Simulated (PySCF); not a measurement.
Polarisability and C₆ of Cr (chromium, neutral)

[Ar] 3d4 4s2, high-spin 5D determinant (an excited configuration). Calculation: PySCF 2.14, in def2-TZVPPD; the non-relativistic Hamiltonian (point nucleus). Coupled (time-dependent) response in atomic units; α is the mean over directions.

```csv
method,mean α (bohr³),"α xx, yy, zz",C₆ (like pair),S(−4)
wB97X-V,83.50,"84.84, 84.84, 80.83",847.2,3662
wB97M-V,74.27,"75.05, 75.05, 72.71",702.5,2977
```

S(−4) is the Cauchy moment in α(ω) = α(0) + S(−4) ω² + …

α(iu) at wB97M-V:

| u (hartree) | α(iu) (bohr³) |
| --- | --- |
| 0 | 74.27 |
| 0.0500 | 67.57 |
| 0.100 | 53.55 |
| 0.200 | 30.47 |
| 0.300 | 18.65 |
| 0.500 | 9.234 |
| 0.750 | 5.322 |
| 1.00 | 3.692 |
| 1.50 | 2.252 |
| 2.00 | 1.567 |
| 3.00 | 0.8903 |
| 5.00 | 0.3954 |

The components differ because the open shell of this determinant is not spherical; for a pure term their mean is the scalar polarisability.
